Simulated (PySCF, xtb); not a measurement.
BH₆N, SMILES [BH3-][NH3+] (connectivity only; charge and spin as stated), charge +1, multiplicity 2.

Coordinates come from a B3LYP-D3(BJ)/def2-TZVP optimisation. The spin state was assumed, not searched.

These are C-PCM-M06-2X/def2-SVP in PySCF values and carry that method's errors.

The values are the electrostatic part of the solvation free energy, E(continuum) − E(gas) at the gas-phase geometry, in a cavity of scaled van der Waals radii (PySCF's table); cavitation and dispersion terms are not included.

```json
[
 {"solvent": "water", "ε": "78.36", "ΔG(elec) (kcal/mol)": "-72.0"},
 {"solvent": "chlorobenzene", "ε": "5.70", "ΔG(elec) (kcal/mol)": "[?]"},
 {"solvent": "tetrahydrofuran", "ε": "7.43", "ΔG(elec) (kcal/mol)": "-63.0"}
]
```

Q: What belongs in the gaps? (Estimate from the structure and the level; the computed values follow.)

A: 
- chlorobenzene, ΔG(elec) (kcal/mol): -60.0

For comparison, GFN2-xTB/ALPB(water) (xtb, at the GFN2-xTB geometry, all terms of that model) gives -69.2 kcal/mol.
